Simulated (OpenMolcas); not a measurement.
Computed levels of 5s² 5p³ in ions with 51 electrons, in cm-1 above ⁴S°_3/2.

| Quantity | Value |
| --- | --- |
| Program | OpenMolcas 26.06 |
| Method | CASSCF |
| Basis | ANO-RCC-VTZP |
| Scalar Hamiltonian | DKH2, point nucleus |
| Spin-orbit coupling | state interaction with AMFI integrals over the reference wave functions, term energies averaged over their components |

Active space for each ion: 5 electrons in 8 orbitals (5s 5p 6s 6p).

```tsv
Level	Sb	I2+	Xe3+
²D°_3/2	11708	15279	16850
²D°_5/2	13131	18664	21380
²P°_1/2	17925	25888	29596
²P°_3/2	19646	30510	36131
```

**Question.** Estimate ²D°_3/2, ²D°_5/2 for Te+ from its neighbours Sb and I2+.

**Answer.** ²D°_3/2 is another term, which grows about linearly with the charge: (11708 + 15279) / 2 = 13494. The calculation gives 13759, so the estimate is off by -1.9 %; the measured value is 10222 (NIST Handbook of Basic Atomic Spectroscopic Data).
²D°_5/2 is another term, which grows about linearly with the charge: (13131 + 18664) / 2 = 15898. The calculation gives 16060, so the estimate is off by -1.0 %; the measured value is 12422 (NIST Handbook of Basic Atomic Spectroscopic Data).

Mixed levels, with the weight of the term that names them: I2+ ²P°_3/2 (75 %), Xe3+ ²D°_3/2 (75 %), Xe3+ ²P°_3/2 (72 %).

Active for correlation alone: 6p 6s; no level in the range computed is led by a configuration that fills them, so any true level of that kind is missing. Some high roots are left out of the spin-orbit mixing, which shifts the levels that they would mix with (holds for Sb). Computed and measured levels are paired by configuration, term and J; levels that our copy of the source lacks, or whose pairing is in doubt (as where it misses far off the trend of its configuration), stay unpaired and out of the deviations. Only configurations of the active space appear.

° marks odd parity.
